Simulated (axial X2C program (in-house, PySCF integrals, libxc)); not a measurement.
# NaRb⁺: cheaper levels and CCSD(T), 2c

Computed with an in-house all-electron X2C program for linear molecules (integrals from PySCF). Two-component (2c) means X2C with spin–orbit coupling and atomic mean-field two-electron Coulomb and Gaunt terms. Basis: Rb dyall-cv3z [12s13p8d4f1g], Na dyall-cv3z [9s8p5d2f] (cores contracted in-house); Gaussian nuclei, density fitting, unrestricted open shells. Masses: Rb 84.912 u, Na 22.990 u.

State: Ω = 1/2 (⟨Sz⟩ = 0.50, ⟨Lz⟩ = 0.00 at HF); fragments Rb+ + Na.

```csv
level,Re (Å),ωe (cm⁻¹),De (eV)
PBE0,4.266,72.9,0.508
HF,4.469,70.7,0.415
MP2,4.312,76.6,0.508
CCSD,4.311,76.6,0.501
BP86,4.248,70.9,0.479
```

Correlated methods: 9 electrons correlated (number of frozen shells: Rb 3 s, 2 p, 1 d; Na 2 s, 1 p), 285 virtual spin orbitals or spinors in MP2, 77 natural virtuals in coupled cluster.

CCSD(T), same Hamiltonian and basis:

Re = 4.301 Å, ωe = 76.9 cm⁻¹, De = 0.51 eV; T1 = 0.005 (Lee–Taylor normalisation).

Task: Give the differences from CCSD(T) in the columns below.

Result: 

| level | ΔRe (Å) | Δωe (cm⁻¹) | ΔDe (eV) |
| --- | --- | --- | --- |
| PBE0 | -0.035 | -4.0 | 0.00 |
| HF | 0.168 | -6.2 | -0.10 |
| MP2 | 0.011 | -0.3 | 0.00 |
| CCSD | 0.010 | -0.3 | -0.01 |
| BP86 | -0.053 | -6.0 | -0.03 |

Occupations by symmetry block were frozen at the best pattern of an incomplete PBE0 search. Dissociation energies refer to the lowest single-determinant-based atoms at the same level and basis. Density functionals use the spin component along the axis (collinear). Coupled cluster ran in a truncated set of natural virtual spinors; the MP2 energy of the rest was added. (T) has no such correction and the atoms are truncated less, which lowers De at CCSD(T) by a hundredth of an eV or more. With the outer-core shells frozen, correlated bond lengths of heavy atoms tend to come out a few hundredths of an ångström too long.
